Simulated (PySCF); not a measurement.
Si(Cl)2(OH)(SiH3) (Cl₂H₄OSi₂), SMILES O[Si]([SiH3])(Cl)Cl.

Geometry optimised at r2SCAN-D4/def2-SVP. One conformer was computed; it need not be the lowest.

The numbers are results of r2SCAN-D4/def2-SVP (PySCF), not measurements.

Frequencies are harmonic and unscaled.

Computed normal modes with their intensities:
| mode | ν (cm⁻¹) | IR (km/mol) | moving atoms (share of kinetic energy) |
|---|---|---|---|
| 1 | 92 | 3.4 | Cl 48 %, Si 33 %, H 15 % |
| 2 | 114 | 0.2 | H 97 % |
| 3 | 116 | 0.8 | Cl 30 %, Si 30 %, O 27 %, H 13 % |
| 4 | 188 | 31.8 | H 66 %, Cl 15 %, O 12 % |
| 5 | 188 | 3.7 | Cl 69 %, Si 19 %, O 9 % |
| 6 | 237 | 31.2 | Si 39 %, O 33 %, Cl 16 %, H 12 % |
| 7 | 299 | 84.5 | O 50 %, H 31 %, Cl 17 % |
| 8 | 398 | 13.9 | Cl 42 %, Si 40 %, O 11 % |
| 9 | 506 | 66.7 | H 70 %, Si 16 %, Cl 14 % |
| 10 | 516 | 24.0 | H 74 %, Si 21 % |
| 11 | 563 | 113.0 | Si 62 %, Cl 18 %, H 18 % |
| 12 | 592 | 126.4 | Si 63 %, Cl 22 %, H 14 % |
| 13 | 786 | 234.8 | H 68 %, O 23 %, Si 8 % |
| 14 | 855 | 191.0 | H 85 %, Si 13 % |
| 15 | 922 | 8.0 | H 76 %, O 12 %, Si 12 % |
| 16 | 927 | 41.5 | H 97 % |
| 17 | 939 | 81.8 | H 40 %, O 30 %, Si 30 % |
| 18 | 2225 | 41.3 | H 99 % |
| 19 | 2239 | 70.3 | H 96 % |
| 20 | 2241 | 66.8 | H 96 % |
| 21 | 3852 | 122.0 | H 94 % |
